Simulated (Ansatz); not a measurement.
`[F][Sn]([Cl])[Br]`, charge 0, multiplicity 2.

(1) Give a relaxed structure at PBE0-D4/def2-TZVP (the Gaussian-basis code of Ansatz). (Best estimate.)

Answers

(1) Ansatz gave: 
Cartesian coordinates in Å:
```
F 1.523 -0.035 -1.062
Sn 0.393 0.068 0.483
Cl -0.731 -1.971 0.517
Br -1.186 1.938 0.062
```
